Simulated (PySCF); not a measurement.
**Löwdin shares of the frontier orbitals**

C₃H₇FOSi.
Geometry (GFN2-xTB, Å), atoms numbered from 1 in this order:
```
atom  x, y, z in Å
F1     3.0651    0.5012    0.4780
Si2    2.0715    0.2349   -0.7622
O3     0.7547   -0.5262   -0.2443
C4    -0.2746   -0.1692    0.6096
C5    -1.5828   -0.8752    0.4545
C6    -1.4547    0.5688    0.0570
H7     2.6657   -0.7760   -1.6053
H8     1.8449    1.5706   -1.2889
H9     0.0703    0.0839    1.6066
H10   -2.1412   -1.1249    1.3429
H11   -1.6560   -1.6042   -0.3369
H12   -1.9243    1.3227    0.6693
H13   -1.4429    0.7941   -0.9981
```

Method used: TDDFT wB97X-D/def2-SVPD, vertical, gas phase, core orbitals frozen in the response (PySCF 2.14.0, density-fitted response routines).

Frontier orbitals with the atoms that hold most of them (Löwdin shares over 4%, at most four atoms; ? is withheld):

| orbital | ε (eV) | atoms |
| --- | --- | --- |
| LUMO+2 | 2.64 | Si2 49%, H8 15%, H7 11%, F1 10% |
| LUMO+1 | 2.43 | Si2 26%, C6 14%, O3 12%, H8 11% |
| LUMO | 2.21 | ? |
| HOMO | ? | O3 30%, C4 23%, C6 18%, C5 12% |
| HOMO-1 | -10.38 | ? |
| HOMO-2 | -11.57 | Si2 28%, H7 22%, H8 17%, F1 14% |
| HOMO-3 | -12.19 | O3 44%, C6 14%, C5 13%, C4 9% |

Problem. Give the leading atoms of the HOMO-1.

Solution. C5 (bonded to 2 C and 2 H) 26%; O3 (bonded to C and Si) 22%; C6 (bonded to 2 C and 2 H) 20%; C4 (bonded to 2 C, O and H) 14%. By element: carbon 61%, oxygen 22%.

Problem. Which atoms hold the LUMO, and with what shares?

Solution. Si2 (bonded to F, O and 2 H) 38%; O3 (bonded to C and Si) 11%; H8 (bonded to Si) 11%; F1 (bonded to Si) 10%.

Problem. What is the HOMO energy, and the HOMO–LUMO gap?

Solution. ε(HOMO) = -9.71 eV; the gap is 11.93 eV (0.4382 hartree).

Problem. The HOMO–LUMO gap is 11.93 eV. Where does the response calculation put the lowest singlet, and from which orbitals?

Solution. S1 is at 7.61 eV (f = 0.012), 4.32 eV below the gap, made of HOMO→LUMO (84%), HOMO→LUMO+2 (8%). Without the coupling terms of the response equations the lowest excitation would equal the gap.

Problem. One configuration dominates each of S1, S2 and S6. Which, and how do the shares of the two leading atoms of either orbital change from the occupied to the empty one?

Solution. 
- S1 (7.61 eV, f 0.012), HOMO→LUMO (84%): O3 30% → 11%, C4 23% → at most 10%, Si2 at most 13% → 38%
- S2 (7.86 eV, f 0.013), HOMO→LUMO+1 (88%): O3 30% → 12%, C4 23% → at most 11%, Si2 at most 13% → 26%, C6 18% → 14%
- S6 (8.67 eV, f 0.014), HOMO-1→LUMO+1 (74%): C5 26% → at most 11%, O3 22% → 12%, Si2 at most 15% → 26%, C6 20% → 14%

On Arm Neoverse V1, one thread, shared host with 32 logical CPUs at a one-minute load of 10, this took 26 s and 0.81 GiB of memory at its peak.

One conformer stands for the species.
